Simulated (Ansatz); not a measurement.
Consider the cleavage of the Al–Al bond: `[NH2][AlH][AlH2]` + H₂Se → `[AlH2][SeH]` + `[NH2][AlH2]`.

Program: Ansatz. Geometries: PBE0-D4/def2-TZVP. ΔE: electronic, gas phase. CCSD(T)/CBS adds triple-zeta CCSD(T) − MP2 to the extrapolated MP2 energy (def2 sets, frozen cores). This one scheme is used for every species. Functionals use def2-TZVPP. B3LYP here is the variant with VWN-RPA as its local correlation; programs differ in this. For Se outer-core shells are correlated without core-valence functions, which leaves a few kJ/mol of doubt a bond. Scalar relativity is left out up to krypton. Each species was taken in one conformer, which may not be the lowest.

```
           species  B3LYP energy (Eh)
`[NH2][AlH][AlH2]`         -542.71587
              H₂Se        -2402.79026
     `[AlH2][SeH]`        -2645.88272
     `[NH2][AlH2]`         -299.67195
```

(1) Work out ΔE.

(2) What do rigid-rotor, harmonic-oscillator terms from PBE0-D4/def2-TZVP frequencies (298.15 K, 1 bar) make of the CCSD(T)/CBS value? (An estimate is asked.)

Largest T1 diagnostic among the species: 0.012.

Results:

(1) ΔE = (-2645.88272) + (-299.67195) − (-542.71587) − (-2402.79026) = -0.04854 Eh = -1.32 eV. CCSD(T)/CBS gives -1.34 eV.

(2) Ansatz gave: ΔZPE = +0.02 eV, ΔH = -1.35 eV, ΔS = -21 J/(mol·K), ΔG = -1.29 eV. Modes under 50 cm⁻¹ make the entropy rough.

From BLYP to BHLYP (50 % exact exchange), in def2-TZVPP and without D4, ΔE moves by −0.09 eV. Leaving LDA and LC-ωPBE aside and taking each functional with its dispersion term where it has one, the values, not all of them listed here, spread over 0.21 eV, from ωB97M-V to PBE-D4.
